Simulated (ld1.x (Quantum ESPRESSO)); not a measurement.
**Pseudopotential generation for nickel: TM, LDA (PZ), scalar-relativistic.**

The input file (ld1.x (Quantum ESPRESSO) 7.5):

```
&input
   title='Ni', zed=28., rel=1, dft='PZ', iswitch=3,
   config='[Ar] 3d8.5 4s1.5 4p0',
   nld=3, rlderiv=2.95, eminld=-3.0, emaxld=5.0, deld=0.02
 /
 &inputp
   pseudotype=2, tm=.true., lloc=1,
   nlcc=.true., new_core_ps=.true.,
   file_pseudopw='Ni.UPF', file_wfcaegen='ae.wfc', file_wfcncgen='nc.wfc', file_beta='beta', file_chi='chi'
 /
3
4S  1  0   1.50   0.00  2.50  2.50  0.0
3D  3  2   8.50   0.00  1.25  1.25  0.0
4P  2  1   0.00   0.00  2.70  2.70  0.0
 &test
   configts(1)='3d8.5 4s1.5 4p0'
 /
```

Command:

```bash
ld1.x < Ni.in > Ni.out
```

The program printed (shortened: banner, matrices, multipoles, cross overlaps and the repeated all-electron block are left out):

```
[... start of the log left out ...]

     s(1S/1S) =  1.000000  <r> =   0.0542  <r2> =    0.0039  r(max) =   0.0353
     s(2S/2S) =  1.000000  <r> =   0.2454  <r2> =    0.0711  r(max) =   0.2055
     s(2P/2P) =  1.000000  <r> =   0.2155  <r2> =    0.0570  r(max) =   0.1641
     s(3S/3S) =  1.000000  <r> =   0.7431  <r2> =    0.6388  r(max) =   0.6410
     s(3P/3P) =  1.000000  <r> =   0.7825  <r2> =    0.7248  r(max) =   0.6491
     s(3D/3D) =  1.000000  <r> =   1.0572  <r2> =    1.5547  r(max) =   0.6331
     s(4S/4S) =  1.000000  <r> =   2.8796  <r2> =    9.7283  r(max) =   2.2655
     s(4P/4P) =  1.000000  <r> =   4.5182  <r2> =   24.9467  r(max) =   3.3377

     ------------------------ End of All-electron run ------------------------

     --------------------- Generating NC pseudopotential ---------------------

      Generating local pot.: lloc=1, matching radius rcloc =   2.7000

      Computing core charge for nlcc:

       r > 0.39 : true rho core
      Core charge pseudized with two Bessel functions
      Integrated core pseudo-charge :  12.96

      Wfc   4S  rcut= 2.504  Using Troullier-Martins method

      Wfc   3D  rcut= 1.243  Using Troullier-Martins method

     ------------------- End of pseudopotential generation -------------------

     Computing logarithmic derivative in   2.96408

 %%%%%%%%%%%%%%%%%%%%%%%%%%%%%%%%%%%%%%%%%%%%%%%%%%%%%%%%%%%%%%%%%%%%%%%%%%%%%%
     Error in routine run_pseudo (1):
     Errors in PS-KS equation
 %%%%%%%%%%%%%%%%%%%%%%%%%%%%%%%%%%%%%%%%%%%%%%%%%%%%%%%%%%%%%%%%%%%%%%%%%%%%%%

     stopping ...
```

The run stopped because the pseudo-atom solver did not find the valence states with the expected number of nodes, which is the usual sign of a ghost state.

The run took about 0.31 s on one core of a shared server CPU.
